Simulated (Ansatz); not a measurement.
Molecule: ethylsilane, C2H8Si (charge 0, singlet). 
Structure (B3LYP-D3(BJ)/def2-TZVP (Ansatz, a program for electronic structure) minimum search):
```xyz
11

C     -1.6917     0.4200     0.0435
C     -0.5724    -0.5409    -0.3764
Si     1.1433     0.0254     0.1477
H     -2.6708     0.0585    -0.2775
H     -1.7251     0.5412     1.1284
H     -1.5481     1.4115    -0.3913
H     -0.7490    -1.5347     0.0460
H     -0.5732    -0.6705    -1.4630
H      1.4545     1.3480    -0.4505
H      1.2128     0.1596     1.6246
H      2.1783    -0.9447    -0.2874
```
Charge 0, spin multiplicity 1.

Parts of the frozen-core correlation energy in cc-pwCVTZ (Ansatz, hartree). Frozen orbitals: 7; correlated occupied orbitals by spin: 10 and 10; virtual: 240 and 240. No spin-orbit coupling. Non-relativistic.

```csv
term,value
reference (HF),-369.37021
MP2 opposite-spin,[?]
MP2 same-spin,[?]
CCSD correlation,-0.54566
(T),[?]
T1 diagnostic,0.010
largest doubles amplitude,0.020
```

Task: Some entries are withheld; supply them.

Result: 
- MP2 opposite-spin, value: -0.40241
- MP2 same-spin, value: -0.09501
- (T), value: -0.01937
